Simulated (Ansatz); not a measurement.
A set of 12 reactions (atomization), with CCSD(T)/CBS values in kJ/mol:

| reaction | ΔE |
| --- | --- |
| `[OH][Ge]([OH])([OH])[Cl]` → Cl• + Ge• + 3 H• + 3 O• | 2903.3 |
| `CO[CH2][GaH][OH]` → 2 C• + Ga• + 7 H• + 2 O• | 4249.8 |
| `BC(=C)N1C[SiH2]1` → B• + 3 C• + 8 H• + N• + Si• | 5270.2 |
| `[SiH3][GeH2][GeH2][SiH2][GeH3]` → 3 Ge• + 12 H• + 2 Si• | 4666.5 |
| `NCOCN` → 2 C• + 8 H• + 2 N• + O• | 4791.5 |
| `[SiH3]CS` → C• + 6 H• + S• + Si• | 2864.7 |
| `N=C[SeH]` → C• + 3 H• + N• + Se• | 2025.2 |
| `N=C1OC[Se]1` → 2 C• + 3 H• + N• + O• + Se• | 3103.9 |
| `B[SiH]1OP1` → B• + 4 H• + O• + P• + Si• | 2541.7 |
| `[OH][MgH]` → 2 H• + Mg (atom) + O• | 1077.6 |
| `[OH][Ag-][n+]1ccccc1` → Ag• + 5 C• + 6 H• + N• + O• | 5997.7 |
| `N[SiH](Br)C=O` → Br• + C• + 4 H• + N• + O• + Si• | 3278.9 |

Isolated molecules relaxed with PBE0-D4/def2-TZVP in Ansatz; ΔE leaves out vibrations. CBS: MP2 limit from def2 TZ/QZ plus the TZ coupled-cluster correction, frozen cores. This one scheme is used for every species, atoms too. Functionals use def2-TZVPP. B3LYP here is the variant with VWN-RPA as its local correlation; programs differ in this. Open shells (•) are unrestricted, without spin–orbit coupling. Spin–orbit coupling would lower the free atoms: a little for B, C, Cl, O, S, Si; clearly for Br, Ga, Ge, Se. Elements past krypton have def2 core potentials. For Ag, Br, Ga, Ge, Mg, Se outer-core shells are correlated without core-valence functions, so the limit isn't a true one: a few kJ/mol of doubt a bond, and 10 to 20 or more in all where bonds break to atoms. Scalar relativity is left out up to krypton. Each species was taken in one conformer, which may not be the lowest.

(1) Give the mean, mean absolute and largest difference (level minus CCSD(T)/CBS, kJ/mol) for: r2SCAN-D4, ωB97X-V, ωB97M-V, B2PLYP, r2SCAN, B3LYP, HF/def2-TZVPP, MP2/def2-TZVPP, SCS-MP2/def2-TZVPP, CCSD/def2-TZVPP, CCSD(T)/def2-TZVPP, HF/def2-QZVPP, MP2/def2-QZVPP, SCS-MP2/def2-QZVPP. (An estimate is asked.)

The largest T1 diagnostic in the set is 0.021, for `B[SiH]1OP1` (customary mark 0.02).

CCSD(T)/CBS is a level of theory with its own doubt, and the functionals carry their triple-zeta basis error, so these figures describe this set and don't rank the functionals.

Results:

(1) Computed: 
```
             level     mean  mean absolute  largest
         r2SCAN-D4      7.6           20.0     56.4
           ωB97X-V     10.8           18.3     40.0
           ωB97M-V      0.4           23.7    -64.6
            B2PLYP    -47.2           47.2   -121.9
            r2SCAN      2.1           20.7     46.4
             B3LYP    -43.1           43.1   -134.1
     HF/def2-TZVPP  -1088.9         1088.9  -1853.1
    MP2/def2-TZVPP    -41.8           50.5   -174.8
SCS-MP2/def2-TZVPP    -57.1           57.1   -120.2
   CCSD/def2-TZVPP   -166.6          166.6   -312.9
CCSD(T)/def2-TZVPP   -102.6          102.6   -172.6
     HF/def2-QZVPP  -1083.4         1083.4  -1841.3
    MP2/def2-QZVPP     19.0           45.6    129.5
SCS-MP2/def2-QZVPP     11.8           23.2    -59.4
```
